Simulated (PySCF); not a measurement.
Question: Give a GFN2-xTB geometry of `O=c1cc1C1CC1`.

Answer: 
```
atom  x, y, z in Å
O1     2.052    2.159    0.228
C2     1.857    1.001    0.004
C3     2.295   -0.310   -0.325
C4     0.963   -0.117   -0.134
C5    -0.352   -0.693   -0.110
C6    -1.511    0.178   -0.557
C7    -1.349   -0.132    0.885
H8     3.051   -1.023   -0.563
H9    -0.407   -1.753   -0.331
H10   -2.302   -0.303   -1.111
H11   -1.276    1.176   -0.894
H12   -2.025   -0.834    1.349
H13   -1.001    0.652    1.540
```

Orientation and origin are arbitrary. Atoms count from 1 in this order. The 3-membered ring C2–C3–C4 has internal angles of 56.8° to 62.2°. The 3-membered ring C5–C6–C7 has internal angles of 58.6° to 60.7°. The 7 C–C bonds span 1.359 Å (C3–C4, drawn aromatic) to 1.516 Å (C5–C6, drawn single), a spread of 0.157 Å.

Bonds between heavy atoms (Å): O1=C2 1.196, C2–C3 1.420, C3–C4 1.359, C4–C5 1.436, C5–C6 1.516, C6–C7 1.484, C2–C4 1.438, C5–C7 1.516.

Computed geometry: GFN2-xTB, gas phase.

Point group: Cs (tolerance 0.08 Å). No frequency check. One conformer, not necessarily the lowest (C3–C4–C5–C6 -146°).
